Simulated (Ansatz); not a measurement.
Cost and result up the ladder for Li8S4 (12 atoms). The state is a singlet with charge 0. Geometry: PBE0-D4/def2-SVP.

```xyz
12

Li    0.6599   -1.1109   -0.1901
Li    2.8126    0.3618   -0.4937
Li    0.1513   -0.8325   -2.7512
Li   -2.8073   -0.3629    0.4911
Li   -0.1487    0.8302    2.7462
Li   -0.6602    1.1178    0.1869
Li    3.2451   -3.1084   -2.1810
Li   -3.2566    3.0997    2.1991
S    -2.3171    1.2127    2.0900
S    -1.4307   -0.6389   -1.2183
S     2.3183   -1.2152   -2.0900
S     1.4334    0.6465    1.2111
```

Ansatz on 4 threads of Intel Xeon Platinum 8259CL on a shared host. Times are rough, and most runs start from the orbitals of an earlier one. PBE0-D4/def2-TZVP serves as the yardstick here, not as an exact answer. Differences are given only for rows in sets of like size (and for xTB, whose basis is part of the method), since another set adds its own error. Binding counts from free atoms at the same level (Li doublet, S triplet; other spins of the atoms weren't run), without zero-point energy or a counterpoise term.

LC-ωPBE has ω = 0.4 bohr⁻¹. B3LYP takes the VWN-RPA correlation. Correlated methods freeze 20 core orbitals; core or outer-core shells of Li are correlated, in sets that lack core-valence functions. The rows differ in basis, and correlated rows in double-zeta sets carry the largest basis error. Another isomer (singlet) lies 1.44 eV lower at PBE0-D4/def2-TZVP; other spin states weren't run for this one.

Correlated methods converge slowly with the basis, most of all in double-zeta sets.

```json
{"level": "PBE-D4/def2-TZVP (with forces)", "functions": "260", "wall time": "8 s", "binding energy per atom (eV)": "2.82", "difference from PBE0-D4/def2-TZVP (eV)": "0.03"}
{"level": "LC-ωPBE/def2-TZVP", "functions": "260", "wall time": "9 s", "binding energy per atom (eV)": "2.74", "difference from PBE0-D4/def2-TZVP (eV)": "-0.04"}
{"level": "r2SCAN-D4/def2-TZVP", "functions": "260", "wall time": "12 s", "binding energy per atom (eV)": "2.83", "difference from PBE0-D4/def2-TZVP (eV)": "0.05"}
{"level": "B3LYP-D4/def2-TZVP", "functions": "260", "wall time": "12 s", "binding energy per atom (eV)": "2.80", "difference from PBE0-D4/def2-TZVP (eV)": "0.01"}
{"level": "PBE0-D4/def2-TZVP", "functions": "260", "wall time": "12 s", "binding energy per atom (eV)": "2.78", "difference from PBE0-D4/def2-TZVP (eV)": "0.00"}
{"level": "CCSD(T)/def2-SVP", "functions": "144", "wall time": "38 s", "binding energy per atom (eV)": "2.60", "difference from PBE0-D4/def2-TZVP (eV)": "–"}
```
